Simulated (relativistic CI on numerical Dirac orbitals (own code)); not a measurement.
## Level scheme of Lu²¹⁺

These numbers are calculated, not measured: Dirac-Coulomb-Breit CI, separate exchange-only KLI orbitals for each configuration, model QED (radiative potential, 1s self-energy scaled to tabulated hydrogen-like ionisation energies), unscaled Slater integrals (own radial code, finite nucleus).

CI space (outside the closed core [Ar] 3d10 4p6 4d10): 4s2.4f4, 4s2.4f3.5s, 4s2.4f2.5s2, 4s2.4f3.5p, 4s2.4f2.5s.5p, 4s2.4f2.5p2, 4s2.4f2.5s.5d, 4s2.4f3.5d, 4s2.4f2.5p.5d, 4s2.4f3.5f, 4s2.4f3.6s, 4s2.4f3.6p, 4s.4f3.5s2. Levels of other configurations are missing.

The lowest level is 4s2.4f4 5I_4, with 89 % of that term; Hund's rules for 4s2.4f4 give 5I with J = 4, in agreement.

```
No.  Configuration  Term   J  E (cm⁻¹)   %  Next component (%)
  1        4s2.4f4    5I   4       0.0  89               10 3H
  2        4s2.4f4    5I   5    9066.2  95                5 3H
  3        4s2.4f4    5I   6   17646.1  94                3 3K
  4        4s2.4f4    5I   7   25454.9  88               10 3K
  5        4s2.4f4    5I   8   32553.4  77               19 3K
  6        4s2.4f4    5F   2   35946.5  61               17 3D
  7        4s2.4f4    5F   1   36837.0  85               14 3D
  8        4s2.4f4    3G   4   41327.0  28               22 3H
  9        4s2.4f4    5F   3   42530.0  79                9 3G
 10        4s2.4f4    5S   2   46119.5  69               17 3P
 11        4s2.4f4    3K   6   47330.6  92                4 5I
 12        4s2.4f4    5G   2   48781.1  72               16 3F
 13        4s2.4f4    5G   3   50601.9  56               31 3G
 14        4s2.4f4    3K   7   51018.1  44               44 3L
 15        4s2.4f4    5F   5   52406.1  50               26 3G
 16        4s2.4f4    5F   4   52689.2  66               19 3H
 17        4s2.4f4    3M   8   55587.0  26               24 3L
 18        4s2.4f4    5F   5   62689.8  39               34 3H
 19        4s2.4f4    5G   4   63128.9  69               22 3H
 20        4s2.4f4    3D   2   64709.1  38               18 1D
 21        4s2.4f4    3G   3   64774.2  56               32 5G
 22        4s2.4f4    3P   1   69779.8  55               34 3D
 23        4s2.4f4    3L   7   70605.2  52               43 3K
 24        4s2.4f4    3L   8   71707.1  51               28 1L
 25        4s2.4f4    5G   5   72120.9  63               32 3H
 26        4s2.4f4    3M   9   73039.6  51               49 3L
 27        4s2.4f4    1D   2   73362.5  40               35 3F
 28        4s2.4f4    5G   6   73398.1  51               41 3H
 29        4s2.4f4    3K   8   73992.8  39               37 3M
 30        4s2.4f4    3P   0   75427.4  99                1 5D
 31        4s2.4f4    3D   3   75806.3  64               21 3F
 32        4s2.4f4    3F   4   76581.6  55               12 1G
 33        4s2.4f4    3I   5   77876.5  65               21 1H
 34        4s2.4f4    3H   6   79851.5  42               37 5G
 35        4s2.4f4    3G   4   81267.1  65               10 3H
 36        4s2.4f4    3F   2   83526.1  63               14 5G
 37        4s2.4f4    5D   0   83564.6  84               15 3P
 38        4s2.4f4    5D   1   86650.2  65               23 3P
 39        4s2.4f4    3I   6   86852.2  56               28 3H
 40        4s2.4f4    3M  10   87209.0  93                7 1N
 41        4s2.4f4    3I   7   87325.8  79               15 1K
 42        4s2.4f4    3L   9   89228.5  51               49 3M
 43        4s2.4f4    3P   2   89866.3  36               27 3F
 44        4s2.4f4    3D   1   90257.1  40               29 3P
 45        4s2.4f4    3G   5   90813.1  56               12 3I
```

Energies count from the lowest computed level.

The mean weight of the leading LS term, summed over parents, in these 45 levels is 62 %, and that of the leading jj configuration (from the same eigenvectors) 64 %.

At this charge energies of transitions that change n are usually good to better than 1 %, and those within a shell (Δn = 0) to a few per cent. Terms inside the open d or f shell come out 10 to 20 % too wide with unscaled integrals.

LS names give the leading component of a level, which can be under half, so a name can repeat, a term be missing and a line seem to break the LS rules.
